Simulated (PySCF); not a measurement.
Delta-SCF ions had no search for a lower state. Excitations are Tamm–Dancoff values on a coarser integration grid. The basis has no diffuse functions, so Rydberg states are missing or too high.

# CH₇B₂N, SMILES `CBBN` (C–B–B–N torsion 93°) (charge 0, multiplicity 1)

The numbers are results of ωB97X-D3(BJ)/def2-TZVP // B3LYP-D3(BJ)/def2-TZVP (PySCF 2.14.0), not measurements.

```json
{
 "HOMO": "-9.95 eV",
 "dipole_moment": "1.64 D",
 "HOMO–LUMO gap": "11.09 eV",
 "LUMO": "1.13 eV",
 "S1 excitation (TDA)": "4.96 eV",
 "S1 oscillator strength": "0.006",
 "T1 excitation (TDA)": "4.27 eV",
 "S1–T1 gap (TDA)": "0.69 eV",
 "vertical ionisation energy (Delta-SCF)": "9.93 eV",
 "total_energy": "-146.9281 Ha",
 "cost": "very roughly 110 core-seconds"
}
```

```xyz
11

C     -1.7778     0.0788    -0.3447
B     -0.4288    -0.5931    -0.7718
B      1.0514    -0.3067    -0.0461
N      2.0029     0.6344    -0.4414
H     -1.6952     0.9603     0.2928
H     -2.3325    -0.6836     0.2236
H     -2.4193     0.3092    -1.2007
H     -0.5167    -1.4437    -1.6182
H      1.3405    -0.9676     0.9190
H      1.8951     1.2494    -1.2312
H      2.8804     0.7625     0.0354
```
Charge 0, spin multiplicity 1.
